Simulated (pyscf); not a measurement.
Optimised with ωB97X-D3(BJ)/def2-SVP in PySCF.

SMILES: Cl[SiH](O[SiH2]O)Cl
```xyz
10

O     -0.1025    -0.8305    -2.3950
Si     0.4104     0.6508    -1.8657
O     -0.4256     1.0756    -0.4708
Si    -1.2664     0.2163     0.6296
Cl    -0.3181    -1.6046     0.8828
Cl    -3.1613    -0.1658    -0.0312
H      0.0460    -1.5838    -1.8114
H      0.0850     1.6315    -2.9212
H      1.8530     0.6552    -1.5106
H     -1.3197     0.9148     1.9221
```

Task: How much does it cost (ΔH, 298 K, ωB97M-D3(BJ)/def2-TZVP) to split HO–SiH₂–O–SiH(Cl)–Cl at its O–Si bond into •O–SiH₂–OH + Cl–SiH•–Cl?

Result: O–Si to •O–SiH₂–OH + Cl–SiH•–Cl: 558.5 kJ/mol. The 7 functionals that were run give +507.5 (PBE) to +563.1 kJ/mol (M06-2X). •O–SiH₂–OH lies 93.7 kJ/mol over its isomer HO–SiH•–OH, and others may lie lower still (electronic energy, ωB97M-D3(BJ)).
